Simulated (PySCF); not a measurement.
**A small calculation by hand: oscillator strength and radiative lifetime**

FHOZn, SMILES [F][Zn][OH].

The structure is a stationary point at ωB97X-D3(BJ)/def2-TZVP. The values are those of a single conformer.

TDDFT-M06-2X/def2-SVPD (PySCF 2.14.0) puts the first singlet state with f over 0.02 at 5.90 eV (vertical), with the transition dipole (0.000, 0.000, -0.428) in atomic units.

### Question
Find the oscillator strength, the wavelength and the radiative lifetime that this transition would have in vacuum if emission retraced absorption.

### Answer

|μ|² = 0.1832 au, so |μ| = 1.09 D. ΔE = 5.90/27.211 = 0.2168 hartree. f = (2/3) ΔE |μ|² = 0.026 (the program prints 0.026).
λ = 1239.84/5.90 = 210 nm; ν = 47587 cm⁻¹.
Einstein's coefficient A = 0.6670 ν² f s⁻¹ (ν in cm⁻¹) = 4.0e7 s⁻¹, so τ = 1/A = 25 ns. This state is S1. The figure is the radiative limit of this one transition; relaxation, internal conversion, crossing to triplets and a medium change what is measured.
